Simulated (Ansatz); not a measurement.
TiO₃H₂, relaxed as a singlet with RKS PBE0-D4/def2-SVP in Ansatz, starting from the GFN2-xTB geometry. Force threshold 0.02 eV/Å.

The structure holds 2 bonds between oxygen atoms, so isomers without such links may lie far lower. No other spin state of charge 0 was run. Another isomer (singlet) lies 4.72 eV lower at PBE0-D4/def2-TZVP; other spin states weren't run for this one.

Start:

Cartesian coordinates in Å:
```
Ti 0.374 -0.257 0.012
O -1.358 -0.440 -0.369
O -0.349 1.084 0.936
O -1.013 0.896 -0.263
H 0.990 -1.432 0.906
H 1.357 0.148 -1.222
```

Estimate the energy that the relaxation releases and the steps that it takes.

54.4 kJ/mol, in 13 steps; 14 s on 4 threads of Arm Neoverse V2 on a shared host. No frequencies were taken in this run, so the end may be a saddle point.

Does the start keep its bonding and symmetry?

By distances, no bond broke or formed. The bond that changes most is Ti1–O4, from 1.82 to 2.23 Å (atoms count from 1). Point group Cs at the start, Cs at the end, both within 0.05 Å.

Predict the relaxed structure.


Cartesian coordinates in Å:
```
Ti 0.442 -0.299 0.007
O -1.255 -0.400 -0.557
O -0.214 1.173 0.790
O -1.414 0.941 -0.005
H 0.978 -1.534 1.035
H 1.464 0.120 -1.272
```
Bond lengths: 3 × O–Ti 1.79 to 2.23 Å; 2 × O–O 1.46 Å; 2 × H–Ti 1.69 Å.
